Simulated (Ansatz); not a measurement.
## C3H9NaSi: structure from calculated spectroscopic constants

These gas-phase data were calculated for one isomer of C3H9NaSi at PBE-D3(BJ)/def2-SVP (harmonic, unscaled wavenumbers; equilibrium rotational constants with average atomic masses):

| Property | Result |
| --- | --- |
| rotational constants | 3.679, 1.747, 1.4 GHz |
| all wavenumbers above 1500 cm⁻¹ | 3050, 3037, 3015, 2971, 2956, 2954, 2913, 2064, 2049 |

Candidates:

(1) `C[Si](C)(C)[Na]`, a singlet
(2) `CCC[SiH2][Na]`, a singlet
(3) `CC[Si@H](C)[Na]`, a singlet

Which structure fits?

Candidate (2). The band at 2064 cm⁻¹ lies where the Si–H stretch is expected; (1) has no mode between 2000 and 2380 cm⁻¹. 2 modes lie between 2000 and 2380 cm⁻¹, one for each Si–H bond, while (3) has 1.

The same quantities for all candidates:

```tsv
	rotational constants (GHz)	wavenumbers above 1500 cm⁻¹	E above the lowest, PBE-D3(BJ)/def2-SVP (kcal/mol)
(1)	3.197, 1.773, 1.773	3062, 3061, 3061, 3039, 3039, 3039, 2944, 2944, 2943	0.0
(2)	3.679, 1.747, 1.4	3050, 3037, 3015, 2971, 2956, 2954, 2913, 2064, 2049	12.5
(3)	4.515, 1.545, 1.237	3062, 3052, 3047, 3025, 3003, 2958, 2957, 2948, 2024	8.1
```

Each candidate is one conformer. Programs: Ansatz 0.2.0.
